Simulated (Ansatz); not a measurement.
`FCC(F)(CF)CF`, charge 0, multiplicity 1.

Problem. Give a relaxed structure at PBE0-D4/def2-TZVP (the Gaussian-basis code of Ansatz). (An estimate is asked.)

Solution. The calculation gave: 
Z-matrix (Å, degrees):
```
C
C 1 1.513
F 1 1.376 2 110.1
H 1 1.091 2 109.6 3 119.5
H 1 1.093 2 110.0 3 -119.5
C 2 1.512 1 111.4 3 175.0
C 2 1.522 1 112.3 3 50.6
F 2 1.388 1 108.4 3 -65.1
F 6 1.378 2 111.2 1 45.5
H 6 1.093 2 109.0 1 164.9
H 6 1.093 2 109.9 1 -74.7
F 7 1.379 2 109.8 1 60.3
H 7 1.091 2 109.3 1 -59.3
H 7 1.094 2 110.1 1 180.0
```
This is one stationary point; other conformers may exist.
